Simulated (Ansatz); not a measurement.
BH8Si3, SMILES `[SiH2]B([SiH3])[SiH3]` radical. Total charge 0; spin multiplicity 2. All single points use the PBE0-D4/def2-TZVP geometry.

```xyz
12

Si    1.074   -1.331    1.196
B     0.094   -0.116    0.105
Si   -0.605   -0.727   -1.664
Si   -0.220    1.749    0.744
H     1.627   -1.016    2.539
H     1.399   -2.734    0.833
H    -0.140    0.181   -2.753
H    -2.097   -0.683   -1.655
H    -0.198   -2.114   -2.028
H     0.455    2.714   -0.172
H     0.287    2.008    2.122
H    -1.677    2.069    0.732
```

What is the dipole moment at B3LYP/def2-TZVPP? (Estimate.)

Computed: 1.96 D, with components (1.01, -1.25, 1.13) D in this frame, pointing from negative to positive charge.

And with PBE, r2SCAN, ωB97M-V? (An estimate is asked.)

Ansatz gave: PBE 1.84 D, r2SCAN 1.88 D, ωB97M-V 2.11 D.

Give the Mulliken charges with B3LYP, ωB97M-V, r2SCAN in def2-TZVPP. (An estimate is asked.)

Computed: 
```json
{"atom": "Si1", "B3LYP": "0.12", "ωB97M-V": "0.09", "r2SCAN": "0.19"}
{"atom": "B2", "B3LYP": "0.14", "ωB97M-V": "0.02", "r2SCAN": "0.03"}
{"atom": "Si3", "B3LYP": "0.12", "ωB97M-V": "0.03", "r2SCAN": "0.16"}
{"atom": "Si4", "B3LYP": "0.12", "ωB97M-V": "0.03", "r2SCAN": "0.16"}
{"atom": "H5", "B3LYP": "-0.03", "ωB97M-V": "0.01", "r2SCAN": "-0.04"}
{"atom": "H6", "B3LYP": "-0.03", "ωB97M-V": "0.01", "r2SCAN": "-0.04"}
{"atom": "H7", "B3LYP": "-0.07", "ωB97M-V": "-0.03", "r2SCAN": "-0.07"}
{"atom": "H8", "B3LYP": "-0.07", "ωB97M-V": "-0.03", "r2SCAN": "-0.07"}
{"atom": "H9", "B3LYP": "-0.08", "ωB97M-V": "-0.04", "r2SCAN": "-0.08"}
{"atom": "H10", "B3LYP": "-0.07", "ωB97M-V": "-0.03", "r2SCAN": "-0.07"}
{"atom": "H11", "B3LYP": "-0.08", "ωB97M-V": "-0.04", "r2SCAN": "-0.08"}
{"atom": "H12", "B3LYP": "-0.07", "ωB97M-V": "-0.03", "r2SCAN": "-0.07"}
```

B3LYP here is the variant with VWN-RPA as its local correlation; programs differ in this.
